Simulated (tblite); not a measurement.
C₄H₄O₄S.
SMILES with atom numbers: `[O:1]=[C:2]1[CH2:3][CH:4]=[C:5]1[S:6](=[O:7])(=[O:8])[OH:9]` (hydrogens: H10, H11 on C3; H12 on C4; H13 on O9)

Computed with GFN2-xTB (tblite), gas phase: Langevin dynamics at 400 K from the optimised GFN2-xTB geometry, time step 0.5 fs, friction 0.01 fs⁻¹, 2000 steps. The instantaneous temperature is 2·E(kin)/(3Nk) with all 3N coordinates.

| t (fs) | T (K) | E(pot) above start (eV) | O1=C2 (Å) | C2–C3 (Å) | C3–C4 (Å) | C4=C5 (Å) | C5–S6 (Å) | C3–H10 (Å) | C4–C5–S6–O7 (°) |
| --- | --- | --- | --- | --- | --- | --- | --- | --- | --- |
| 0 | 333 | 0.000 | 1.190 | 1.547 | 1.513 | 1.341 | 1.779 | 1.088 | -27 |
| 25 | 286 | 0.393 | 1.203 | 1.563 | 1.498 | 1.352 | 1.792 | 1.073 | -37 |
| 50 | 331 | 0.331 | 1.192 | 1.565 | 1.477 | 1.366 | 1.816 | 1.126 | -39 |
| 75 | 181 | 0.451 | 1.209 | 1.522 | 1.468 | 1.326 | 1.760 | 1.112 | -41 |
| 100 | 321 | 0.496 | 1.158 | 1.518 | 1.549 | 1.338 | 1.837 | 1.079 | -41 |
| 125 | 378 | 0.576 | 1.212 | 1.609 | 1.559 | 1.365 | 1.809 | 1.077 | -35 |
| 150 | 212 | 0.652 | 1.187 | 1.536 | 1.564 | 1.356 | 1.680 | 1.137 | -21 |
| 175 | 380 | 0.488 | 1.186 | 1.548 | 1.493 | 1.349 | 1.759 | 1.133 | -33 |
| 200 | 486 | 0.563 | 1.199 | 1.523 | 1.480 | 1.326 | 1.933 | 1.069 | -39 |
| 225 | 330 | 0.699 | 1.177 | 1.542 | 1.500 | 1.332 | 1.833 | 1.053 | -44 |
| 250 | 389 | 0.681 | 1.168 | 1.519 | 1.463 | 1.346 | 1.724 | 1.101 | -43 |
| 275 | 441 | 0.614 | 1.223 | 1.577 | 1.458 | 1.373 | 1.738 | 1.131 | -51 |
| 300 | 581 | 0.527 | 1.194 | 1.564 | 1.508 | 1.353 | 1.784 | 1.092 | -54 |
| 325 | 514 | 0.504 | 1.181 | 1.562 | 1.499 | 1.339 | 1.775 | 1.049 | -60 |
| 350 | 362 | 0.689 | 1.208 | 1.598 | 1.478 | 1.321 | 1.814 | 1.090 | -58 |
| 375 | 391 | 0.632 | 1.145 | 1.552 | 1.530 | 1.319 | 1.847 | 1.153 | -47 |
| 400 | 435 | 0.725 | 1.234 | 1.557 | 1.515 | 1.325 | 1.796 | 1.083 | -43 |
| 425 | 470 | 0.750 | 1.158 | 1.533 | 1.583 | 1.338 | 1.702 | 1.036 | -22 |
| 450 | 543 | 0.886 | 1.218 | 1.587 | 1.567 | 1.352 | 1.764 | 1.029 | -13 |
| 475 | 451 | 0.771 | 1.189 | 1.568 | 1.540 | 1.304 | 1.828 | 1.101 | -6 |
| 500 | 312 | 0.787 | 1.161 | 1.577 | 1.523 | 1.305 | 1.775 | 1.090 | -7 |
| 525 | 448 | 0.563 | 1.219 | 1.564 | 1.542 | 1.359 | 1.776 | 1.091 | -6 |
| 550 | 488 | 0.759 | 1.174 | 1.584 | 1.474 | 1.419 | 1.675 | 1.105 | -4 |
| 575 | 486 | 0.526 | 1.186 | 1.532 | 1.502 | 1.373 | 1.832 | 1.110 | -16 |
| 600 | 447 | 0.465 | 1.189 | 1.502 | 1.525 | 1.303 | 1.831 | 1.105 | -17 |
| 625 | 391 | 0.713 | 1.167 | 1.593 | 1.555 | 1.312 | 1.796 | 1.053 | -3 |
| 650 | 492 | 0.659 | 1.214 | 1.507 | 1.558 | 1.355 | 1.766 | 1.116 | -23 |
| 675 | 458 | 0.821 | 1.186 | 1.559 | 1.518 | 1.381 | 1.788 | 1.183 | -21 |
| 700 | 539 | 0.745 | 1.160 | 1.561 | 1.484 | 1.365 | 1.783 | 1.056 | -31 |
| 725 | 688 | 0.562 | 1.227 | 1.525 | 1.532 | 1.300 | 1.830 | 1.031 | -32 |
| 750 | 572 | 0.585 | 1.183 | 1.512 | 1.560 | 1.326 | 1.790 | 1.128 | -47 |
| 775 | 455 | 0.822 | 1.189 | 1.637 | 1.457 | 1.386 | 1.796 | 1.161 | -43 |
| 800 | 413 | 0.855 | 1.205 | 1.472 | 1.527 | 1.348 | 1.728 | 1.087 | -57 |
| 825 | 534 | 0.706 | 1.184 | 1.561 | 1.524 | 1.334 | 1.832 | 1.057 | -78 |
| 850 | 346 | 0.849 | 1.206 | 1.657 | 1.510 | 1.339 | 1.728 | 1.058 | -54 |
| 875 | 324 | 0.801 | 1.185 | 1.525 | 1.555 | 1.362 | 1.731 | 1.180 | -53 |
| 900 | 490 | 0.546 | 1.200 | 1.545 | 1.531 | 1.342 | 1.811 | 1.131 | -47 |
| 925 | 460 | 0.728 | 1.179 | 1.550 | 1.507 | 1.312 | 1.757 | 1.024 | -39 |
| 950 | 415 | 0.649 | 1.177 | 1.582 | 1.502 | 1.354 | 1.843 | 1.045 | -23 |
| 975 | 456 | 0.601 | 1.211 | 1.518 | 1.488 | 1.363 | 1.766 | 1.127 | -14 |
| 1000 | 300 | 0.975 | 1.179 | 1.583 | 1.523 | 1.339 | 1.830 | 1.146 | -26 |

Task: From 500 fs on, how do temperature and potential energy compare with equipartition?

Result: The mean temperature of these 21 frames is 453 K against the target 400 K, and the mean potential energy 0.70 eV against 33 × kT/2 = 0.57 eV for 33 classical harmonic modes. For 13 atoms in a canonical ensemble the temperature itself scatters by T·√(2/(3N)) = 91 K; here its standard deviation is 89 K. The whole run lasts only 10 friction times of 100 fs, so these averages carry a wide statistical error.

Task: What are the kinetic and total energies of the listed frame with the highest potential energy?

Result: The one at 1000 fs, 0.975 eV above the start. Its kinetic energy is 3NkT/2 = 0.504 eV at 300 K, so the sum is 1.48 eV; over the listed frames the sum runs from 0.56 to 1.80 eV, since the thermostat adds and removes energy.

Task: How much do the listed bonds fluctuate from 500 fs on?

Result: 
```tsv
bond	at the start (Å)	mean (Å)	standard deviation (Å)
O1=C2	1.190	1.190	0.018
C2–C3	1.547	1.555	0.043
C3–C4	1.513	1.519	0.027
C4=C5	1.341	1.347	0.030
C5–S6	1.779	1.784	0.043
C3–H10	1.088	1.099	0.046
```

The motion is classical and holds no zero-point motion.

What follows is the cost of the whole dynamics run. On Intel Xeon Platinum 8488C, one thread, shared host with 192 logical CPUs at a one-minute load of 152, this took 14 s of wall time and 0.18 GiB of memory at its peak.
